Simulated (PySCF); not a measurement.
# Correlation energy of Ti¹¹⁺ (titanium, charge +11)

[Ne] 3s1, 2S determinant. Calculation: PySCF 2.14, in an uncontracted even-tempered set (19 s from 0.59 bohr⁻², ratio 2.5; 12 p from 0.76 bohr⁻², ratio 2.5; 5 d from 3.3 bohr⁻², ratio 2.7; 4 f from 5 bohr⁻², ratio 2.7); scalar relativity by spin-free X2C-1e. Frozen: 1s2; 9 electrons correlated; the 23 highest virtual orbitals of each spin left out.

MP2 pair energies summed by pair of shells (mhartree):

```tsv
pair	energy	share (%)
2p-2p	-207.46	67.3
2s-2p	-63.61	20.6
2p-3s	-23.04	7.5
2s-2s	-10.58	3.4
2s-3s	-3.53	1.1
```

Total MP2 correlation energy: -308.21 mhartree.

Same-spin part -82.34 and opposite-spin part -225.88 mhartree; SCS-MP2 scales them by 1/3 and 6/5 to -298.50 mhartree.
